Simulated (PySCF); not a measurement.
ClHOTe. Atoms are numbered in the order given.

```xyz
4

Te     0.0489    -0.2449     0.4687
Cl     0.1789     1.6034    -0.9976
O     -0.5140    -1.6187    -0.8109
H     -1.4720    -1.5752    -0.9251
```

Coordinates come from a B3LYP-D3(BJ)/def2-TZVP optimisation. The def2 effective core potentials stand for the cores of Te; spin–orbit coupling is left out. One conformer was computed; it need not be the lowest.

The numbers are results of TDA-B3LYP/def2-SVPD (PySCF), not measurements.

Vertical excitations. Gas-phase values at a fixed geometry.

| state | energy (eV) | λ (nm) | f | main pairs |
|---|---|---|---|---|
| S1 | 2.52 | 493 | 0.001 | HOMO→LUMO 99 % |
| S2 | 3.15 | 394 | 0.002 | HOMO→LUMO+1 98 % |
| S3 | 5.14 | 241 | 0.005 | HOMO−1→LUMO 98 % |
| S4 | 5.36 | 231 | 0.060 | HOMO→LUMO+2 98 % |
| S5 | 5.43 | 228 | 0.006 | HOMO−2→LUMO 57 %, HOMO−3→LUMO 38 % |
| S6 | 5.64 | 220 | 0.002 | HOMO−1→LUMO+1 52 %, HOMO−3→LUMO 29 %, HOMO−2→LUMO 10 % |
| S7 | 5.89 | 210 | 0.023 | HOMO−2→LUMO+1 76 % |
| S8 | 6.10 | 203 | 0.002 | HOMO−3→LUMO+1 82 %, HOMO−2→LUMO+1 13 % |
| S9 | 6.20 | 200 | 0.043 | HOMO→LUMO+3 93 % |
| S10 | 6.31 | 196 | 0.009 | HOMO→LUMO+4 97 % |
| T1 | 1.82 | 683 | 0 | HOMO→LUMO 99 % |
| T2 | 2.35 | 527 | 0 | HOMO→LUMO+1 98 % |
| T3 | 4.60 | 270 | 0 | HOMO−1→LUMO 92 % |
| T4 | 4.84 | 256 | 0 | HOMO−2→LUMO 93 % |
Triplets are in the Tamm–Dancoff approximation.
